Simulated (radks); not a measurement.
Q: Species: Au3+. Configuration: [Kr] 4d10 4f14 5s2 5p4 5d8 6p2 (not the ground configuration). Calculated with a radial shooting solver on a logarithmic mesh with Libxc functionals: Dirac Kohn-Sham, PBE, spin-unpolarised, spherical densities, finite nucleus; open shells are shared between the two j in proportion to 2j + 1; Fermi nuclear charge, rms radius 5.4371 fm. Some entries of the table are withheld. Estimate them.

| orbital | occ. | eigenvalue (eV) | <r> (bohr) | r(max) (bohr) |
|---|---|---|---|---|
| 1s1/2 | 2 | -80666.07 | 0.01687 | 0.01042 |
| 2s1/2 | 2 | -14267.39 | 0.07047 | 0.06039 |
| 2p1/2 | 2 | -13688.24 | 0.05798 | 0.04446 |
| 2p3/2 | 4 | -11852.62 | 0.06653 | 0.05184 |
| 3s1/2 | 2 | -3408.693 | 0.1833 | 0.1699 |
| 3p1/2 | 2 | -3147.255 | 0.1736 | 0.1586 |
| 3p3/2 | 4 | -2742.180 | 0.1892 | 0.1735 |
| 3d3/2 | 4 | -2306.528 | 0.1648 | 0.1352 |
| 3d5/2 | 6 | -2219.453 | 0.1696 | 0.1393 |
| 4s1/2 | 2 | -782.2462 | (1) | 0.3832 |
| 4p1/2 | 2 | (2) | 0.4093 | 0.3814 |
| 4p3/2 | 4 | (3) | 0.4432 | 0.4122 |
| 4d3/2 | 4 | -390.1739 | 0.4516 | 0.4051 |
| 4d5/2 | 6 | -372.0631 | 0.4627 | 0.4146 |
| 5s1/2 | 2 | -159.3236 | 0.9143 | 0.8444 |
| 4f5/2 | 6 | -137.0061 | 0.4924 | 0.3731 |
| 4f7/2 | 8 | -133.1702 | 0.4991 | 0.3776 |
| 5p1/2 | 1.33333 | -122.2718 | 0.9795 | 0.8893 |
| 5p3/2 | 2.66667 | -104.6550 | 1.065 | 0.9645 |
| 5d3/2 | 3.2 | -52.7700 | 1.320 | 1.127 |
| 5d5/2 | 4.8 | -50.5865 | 1.356 | 1.157 |
| 6p1/2 | 0.666667 | -29.6620 | 2.449 | 2.211 |
| 6p3/2 | 1.33333 | -27.0017 | 2.645 | 2.401 |

A: 
(1) 4s1/2 <r> (bohr): 0.4069
(2) 4p1/2 eigenvalue (eV): -670.5284
(3) 4p3/2 eigenvalue (eV): -573.3677
